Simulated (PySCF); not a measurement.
Computed shifts of a molecule C3H6BFO, PBE/pcSseg-1 (PySCF), GIAO, gas phase, equivalent atoms averaged, in ppm (number of nuclei): ¹³C: 151.9 (1), 139.6 (1), 64.8 (1). ¹⁹F: -75.3 (1). ¹H: 7.19 (1), 7.10 (1), 6.86 (1), 4.15 (1), 3.98 (1), -0.34 (1). References: ¹³C against TMS (σ = 182.0 ppm); ¹¹B against BF3 (σ = 83.9 ppm); ¹⁹F against CFCl3 (σ = 133.6 ppm); ¹⁷O against H2O (σ = 334.3 ppm); ¹H against TMS (σ = 31.49 ppm), references at their B3LYP-D3(BJ)/def2-TZVP geometries, non-relativistic. Coordinates come from a ωB97X-D3(BJ)/def2-SVP optimisation. One conformer was computed; it need not be the lowest.

Task: Which structure fits?
A) C=CB(F)CO
B) C=CB(O)CF
C) CB(C=O)CF
D) CB(F)CC=O

Result: A, C=CB(F)CO
